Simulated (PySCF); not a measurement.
## A small calculation by hand: chemical shift, span and skew from a shielding tensor

(3Z)-3,4-difluoropenta-1,3-diene (C5H6F2), SMILES C=C/C(F)=C(\C)F. Atoms are numbered in the order given.

```xyz
13

C      0.4023     2.6638     0.0000
C      0.7626     1.3758     0.0000
C     -0.2040     0.2767     0.0000
F     -1.4936     0.6568     0.0000
C      0.0692    -1.0374     0.0000
C      1.3975    -1.7146     0.0000
F     -0.9608    -1.8991     0.0000
H     -0.6513     2.9550     0.0000
H      1.1541     3.4570     0.0000
H      1.8203     1.1002     0.0000
H      2.2282    -0.9992     0.0000
H      1.4862    -2.3591    -0.8893
H      1.4862    -2.3591     0.8893
```

Geometry optimised at ωB97X-D3(BJ)/def2-SVP. The values are those of a single conformer.

GIAO shieldings from PySCF with KT2/pcSseg-1, non-relativistic, no solvent. The symmetric part of the tensor of F7 has the principal values 202.6, 252.0, 401.3 ppm. The same nucleus in CFCl3 has σ = 127.1 ppm at this level (PySCF, at its B3LYP-D3(BJ)/def2-TZVP geometry).

### Question
Work out the isotropic shielding, the ¹⁹F shift against CFCl3, the span and the skew.

### Answer

σ(iso) = (σ11 + σ22 + σ33)/3 = 285.3 ppm. δ = σ(ref) − σ(iso) = 127.1 − (285.3) = -158.2 ppm.
Span Ω = σ33 − σ11 = 198.7 ppm. Skew κ = 3(σ(iso) − σ22)/Ω = 0.50. Tumbling in solution averages the tensor to δ; in a static solid the shielding alone would spread this spin-1/2 line over Ω.
